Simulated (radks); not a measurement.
Species: Ho52+. Configuration: [Ne] 3s1.5 3p3 4f0.5 (fractional occupations, a model configuration). All-electron calculation, scalar-relativistic Kohn-Sham, SCAN, spin-polarised, spherical densities, finite nucleus; open shells are filled with parallel spins first (spin-orbit coupling, left out, can overturn this in heavy ions); meta-GGA in the generalised Kohn-Sham scheme; Fermi nuclear charge, rms radius 5.2022 fm. Program: a radial shooting solver on a logarithmic mesh with Libxc functionals.

Radial electron density D(r) = 4 pi r^2 rho(r):

| r (bohr) | D(r) (e/bohr) | spin D(r) |
|---|---|---|
| 0.002645 | 21.74 | 0.160 |
| 0.002982 | 25.61 | 0.189 |
| 0.003336 | 29.68 | 0.219 |
| 0.003731 | 34.22 | 0.253 |
| 0.004207 | 39.56 | 0.293 |
| 0.004705 | 44.98 | 0.335 |
| 0.005263 | 50.73 | 0.382 |
| 0.005934 | 57.16 | 0.436 |
| 0.006637 | 63.24 | 0.493 |
| 0.007483 | 69.64 | 0.560 |
| 0.00837 | 75.25 | 0.631 |
| 0.009362 | 80.24 | 0.713 |
| 0.01056 | 84.60 | 0.819 |
| 0.01181 | 87.48 | 0.944 |
| 0.01331 | 89.06 | 1.12 |
| 0.01489 | 89.04 | 1.33 |
| 0.01665 | 87.64 | 1.61 |
| 0.01878 | 84.93 | 2.01 |
| 0.021 | 81.79 | 2.51 |
| 0.02349 | 78.75 | 3.13 |
| 0.02649 | 76.50 | 3.94 |
| 0.02963 | 76.17 | 4.82 |
| 0.0334 | 78.35 | 5.81 |
| 0.03736 | 82.89 | 6.69 |
| 0.04179 | 89.36 | 7.37 |
| 0.04712 | 97.16 | 7.68 |
| 0.0527 | 103.4 | 7.38 |
| 0.05895 | 106.8 | 6.43 |
| 0.06646 | 105.2 | 4.73 |
| 0.07434 | 98.26 | 2.78 |
| 0.08382 | 85.44 | 0.915 |
| 0.09375 | 70.51 | 0.109 |
| 0.1049 | 55.52 | 0.908 |
| 0.1182 | 42.50 | 3.95 |
| 0.1322 | 34.97 | 8.62 |
| 0.1491 | 31.82 | 14.5 |
| 0.1668 | 31.63 | 19.4 |
| 0.1865 | 31.58 | 22.2 |
| 0.2103 | 29.45 | 22.0 |
| 0.2352 | 24.92 | 19.2 |
| 0.2631 | 18.79 | 14.7 |
| 0.2967 | 12.16 | 9.73 |
| 0.3318 | 7.220 | 5.95 |
| 0.3741 | 3.730 | 3.20 |
| 0.4185 | 1.889 | 1.70 |
| 0.4681 | 0.9194 | 0.865 |
| 0.5278 | 0.4012 | 0.390 |
| 0.5903 | 0.1674 | 0.166 |
| 0.6603 | 0.06007 | 0.0598 |
| 0.7444 | 0.01606 | 0.0160 |
| 0.8327 | 0.003663 | 0.00366 |
| 0.9388 | 0.0005542 | 0.000554 |

D(r) has 3 maxima, at r = 0.0141, 0.0609, 0.178 bohr, and minima at 0.0285, 0.159 bohr, inside which lie 1.98, 10.78 electrons.
